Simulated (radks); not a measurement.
Yb22+, configuration [Kr] 4d10 4f2 (the NIST ground configuration). Method: scalar-relativistic Kohn-Sham, SCAN, spin-unpolarised, spherical densities, finite nucleus; meta-GGA in the generalised Kohn-Sham scheme; Fermi nuclear charge, rms radius 5.3108 fm; computed with a radial shooting solver on a logarithmic mesh with Libxc functionals. Some entries of the table are withheld. Estimate them.

orbital,occ.,eigenvalue (eV),<1/r> (bohr^-1)
1s,2,(1),80.62
2s,2,-11063.20,18.81
2p,6,-9823.178,(2)
3s,2,-3015.179,6.972
3p,6,-2638.621,6.484
3d,10,-2180.520,6.127
4s,2,-1082.291,3.073
4p,6,(3),2.852
4d,10,(4),2.616
4f,2,(5),2.342

Answer. 
(1) 1s eigenvalue (eV): -61957.83
(2) 2p <1/r> (bohr^-1): 17.26
(3) 4p eigenvalue (eV): -951.4145
(4) 4d eigenvalue (eV): -779.7472
(5) 4f eigenvalue (eV): -591.9995
